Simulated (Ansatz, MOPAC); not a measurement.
Molecule: SiN3H7 (charge 0, singlet). SMILES: N[SiH](N)N

Atoms: N1, Si2, N3, N4, H5, H6, H7, H8, H9, H10, H11. Bonds: N1-Si2, N1-H5, N1-H6, Si2-N3, Si2-N4, Si2-H7, N3-H8, N3-H9, N4-H10, N4-H11.

Bond lengths (Å) and angles (degrees) optimised at MNDO with MOPAC; HF/6-31G* with Ansatz (a quantum-chemistry and plane-wave program); PBE/6-31G* with Ansatz; B3LYP/6-31G* with Ansatz, each started from the B3LYP-D3(BJ)/def2-TZVP structure (Ansatz) of the last column. A row stands for all coordinates that are equal there; 8 of 13 kinds are shown. 6-31G* holds six Cartesian d functions. No wavenumbers were computed at MNDO, PBE/6-31G*, so these may be saddle points.

| coordinate | MNDO | HF/6-31G* | PBE/6-31G* | B3LYP/6-31G* | B3LYP-D3(BJ)/def2-TZVP |
|---|---|---|---|---|---|
| N1-Si2 | 1.718 | 1.722 | 1.746 | 1.735 | 1.720 |
| N1-H5 | 0.988 | 0.997 | 1.020 | 1.012 | 1.007 |
| N1-H6 | 0.988 | 0.998 | 1.021 | 1.014 | 1.008 |
| Si2-N3 | 1.715 | 1.714 | 1.737 | 1.726 | 1.714 |
| Si2-H7 | 1.388 | 1.478 | 1.507 | 1.492 | 1.485 |
| N1-Si2-N3 | 107.7 | 104.4 | 103.0 | 103.7 | 104.1 |
| N1-Si2-N4 | 110.4 | 122.0 | 125.1 | 123.8 | 122.8 |
| Si2-N1-H5 | 123.6 to 124.1 | 120.6 | 117.9 | 119.2 | 120.5 |

A range marks coordinates that this level makes unequal.

Mean signed difference of all 10 bond lengths from B3LYP-D3(BJ)/def2-TZVP: MNDO -0.022 Å, HF/6-31G* -0.006 Å, PBE/6-31G* 0.018 Å, B3LYP/6-31G* 0.008 Å.
